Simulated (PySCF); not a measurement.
**Molecular orbitals of MnBr**

PBE0 at R = 2.397 Å; PySCF, no relativity, basis sets Mn def2-TZVPP, Br def2-TZVPP. State: ⁷Σ⁺ (septet), unpaired electrons σ ↑↑, π ↑↑, δ ↑↑. Only the outer orbitals are listed, counted within each symmetry.

| spin | orbital | occ. | ε (eV) | on Mn (%) | main shells (%) |
| --- | --- | --- | --- | --- | --- |
| α | 14σ | 1 | -9.05 | 41 | 58 Br p, 27 Mn s, 12 Mn d |
| α | 7π | 1 | -7.88 | 7 | 93 Br p |
| α | 7π | 1 | -7.88 | 7 | 93 Br p |
| α | 15σ | 1 | -5.78 | 85 | 62 Mn s, 22 Mn p, 15 Br p |
| α | 8π | 0 | -1.05 | 97 | 95 Mn p |
| α | 8π | 0 | -1.05 | 97 | 95 Mn p |
| α | 16σ | 0 | 1.09 | 103 | 71 Mn p, 19 Mn s, 12 Mn d |
| β | 13σ | 1 | -9.15 | 17 | 81 Br p, 8 Mn s |
| β | 6π | 1 | -7.99 | 6 | 93 Br p |
| β | 6π | 1 | -7.99 | 6 | 93 Br p |
| β | 14σ | 0 | -2.55 | 100 | 69 Mn s, 30 Mn d |
| β | 2δ | 0 | -1.89 | 100 | 100 Mn d |
| β | 2δ | 0 | -1.89 | 100 | 100 Mn d |

Q: Which are the highest filled and the lowest empty level, where do they sit, and how wide is the gap?

A: Highest filled α 15σ at -5.78 eV (in %: 62 Mn s, 22 Mn p, 15 Br p); lowest empty β 14σ at -2.55 eV (in %: 69 Mn s, 30 Mn d); the gap at PBE0 is 3.23 eV.

The bond order (Mayer) is 0.96 and the ⟨S²⟩ is 12.005. The charge on Mn (Mulliken, basis-dependent) is 0.45 and the charge on Mn (Löwdin, basis-dependent) is 0.03. The dipole moment (positive dipole means Mn(−)Br(+)) is -3.01 D. The polarisability along the bond is 75.4 bohr³ and the polarisability across the bond is 57.2 bohr³.

Shares are Mulliken populations and can fall outside 0 to 100 %.

Spin–orbit coupling is left out. The state is the lowest single determinant that the PBE0 search found; with open d or f shells the true ground state can be another one.
